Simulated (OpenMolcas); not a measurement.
# Bi+: effect of correlating more closed shells

* Program: OpenMolcas
* Basis: ANO-RCC-VTZP [8s7p5d3f2g]
* Scalar Hamiltonian: DKH2, point nucleus
* Active space: 4 electrons in 4 orbitals (6s 6p)
* State averaging: 2S+1 = 3 even, 3 roots; 2S+1 = 1 even, 6 roots; 2S+1 = 5 odd, 1 root; 2S+1 = 3 odd, 9 roots; 2S+1 = 1 odd, 8 roots
* Spin-orbit coupling: RASSI with atomic mean-field integrals over the reference wave functions, term energies averaged over their components

Methods on the same reference wave functions:
A. CASSCF
B. SS-CASPT2, IPEA 0.25 Eh, imaginary shift 0.1 Eh (closed shells correlated: none)
C. SS-CASPT2, IPEA 0.25 Eh, imaginary shift 0.1 Eh (closed shells correlated: 5d)
D. SS-CASPT2, IPEA 0.25 Eh, imaginary shift 0.1 Eh (closed shells correlated: 4f 5s 5p 5d)

Energies in cm-1 above 6s2 6p2 3P0, the measured ground level; measured values from NIST Handbook of Basic Atomic Spectroscopic Data.

| Level | A | B | C | D | Measured |
| --- | --- | --- | --- | --- | --- |
| 6s2 6p2 3P0 | 0.0 | 0.0 | 0.0 | 0.0 | 0.0 |
| 6s2 6p2 3P1 | 11234 | 11450 | 11280 | 11300 | 13325 |
| 6s2 6p2 3P2 [55 %] | 16001 | 15340 | 15080 | 15060 | 17032 |
| 6s2 6p2 1D2 [55 %] | 31004 | 29920 | 29630 | 29600 | 33939 |
| 6s2 6p2 1S0 | 41206 | 40220 | 40990 | 40890 | 44174 |
| 6s 6p3 5S* 2 | 65550 | 69380 | 75350 | 76270 | 76149 |
| 6s 6p3 3D* 1 | 93600 | 86750 | 88550 | 89100 |  |
| 6s 6p3 3D* 2 [75 %] | 94244 | 88020 | 90730 | 91370 |  |
| 6s 6p3 3D* 3 | 99016 | 91810 | 94210 | 94830 | 96062 |
| 6s 6p3 3P* 0 | 108180 | 103320 | 105700 | 106210 |  |
| 6s 6p3 3P* 1 [69 %] | 110293 | 105010 | 106550 | 107010 |  |
| 6s 6p3 3S* 1 [51 %] | 129520 | 123400 | 116110 | 116180 |  |

Deviations, from unrounded energies. A percentage is the sum of absolute deviations over the sum of measured energies, with the sign that they share, or ± where signs differ.

```csv
Against measurement,Levels,A,B,C,D
mean absolute deviation (cm-1),6,3800,3800,2400,2200
fine structure of the ground term (%),2,-10.3,-11.7,-13.2,-13.2
other terms of the ground configuration (%),2,-7.6,-10.2,-9.6,-9.7
other configurations (%),2,±7.9,-6.4,-1.5,±0.8
```

D lies closest to measurement on these levels and A furthest from it. The largest miss of D in the table is 6s2 6p2 1D2 [55 %], by -4300 cm-1. The ranking rests on the paired levels alone, and a cruder setting can come out closer through cancelling errors.

Among B to D the level of the table that moves most is 6s 6p3 3S* 1 [51 %], by 7300 cm-1 (lowest in C, highest in B). Moves below CASPT2's spread within the term are not significant.

The two smallest mean deviations differ by little beside CASPT2's spread within terms, so their order carries little weight.

From A to B the spin-free energies of the other terms of 6s2 6p2 shown, above 3P, scale by factors of 0.76 to 0.92.

The lowest spin-free term lies below A's lowest term by 0.036 hartree in B, 0.457 hartree in C, 0.750 hartree in D.

What an inner shell adds also hangs on whether the basis holds functions to correlate it.

Term energies are means over components that CASPT2 splits; among the terms shown or strongly mixed into the levels shown the widest spread is 870 cm-1 (6s 6p3 3D*, D). Over all roots computed the reference weight is 0.88 to 0.99 in B, 0.82 to 0.93 in C, 0.80 to 0.91 in D; the roots of lowest weight are the least certain, and an intruder state may touch them. Terms of s pⁿ other than that of highest spin mix with s² pⁿ⁻² d, which this space lacks; all of them can be thousands of cm-1 off, and some have no real level of that name. Spin-orbit splittings of 6p shells tend to come out small when the coupling is added on scalar orbitals. Measured partners are found by configuration, term and J. A level has none where our copy of the source lacks it or the pairing is in doubt (some pairs that miss far off the trend of their configuration count as doubtful), and it then counts in no deviation. Where the source uses jj or jK labels, the order within each J decides. Levels of configurations outside the active space are missing. Levels that lie high or do not pair safely by name in every column are left out.

A share in square brackets marks a mixed level and gives the weight of the term that names it, the lowest over the columns. * marks odd parity.
